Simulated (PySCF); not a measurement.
# How methods differ on the ionisation energy of Ge

Ge [Ar] 3d10 4s2 4p2 (3P) → Ge⁺ [Ar] 3d10 4s2 4p1 (2P), as a difference of total energies. All numbers are calculated (PySCF 2.14, no relativity, point nucleus, in 6-31G*). Correlated levels: valence: [Ar] 3d10 frozen. The calculations carry no spin-orbit coupling.

```
           method  ionisation energy (eV)
              UHF                   7.445
    MP2 (valence)                   7.668
SCS-MP2 (valence)                   7.609
   CCSD (valence)                   7.682
CCSD(T) (valence)                   7.689
```

**Question.** Estimate what M06-L gives.

**Answer.** 7.651 eV, closest to MP2 (valence) among the rows shown.

**Question.** Estimate what BP86 gives.

**Answer.** 8.053 eV, closest to CCSD(T) (valence) among the rows shown.

These non-relativistic numbers lack the scalar-relativistic shift.

Errors of the correlated levels include the incompleteness of this basis and the frozen core.

For comparison: 7.925 eV (measured; NIST levels, between the centres of gravity of the two terms).
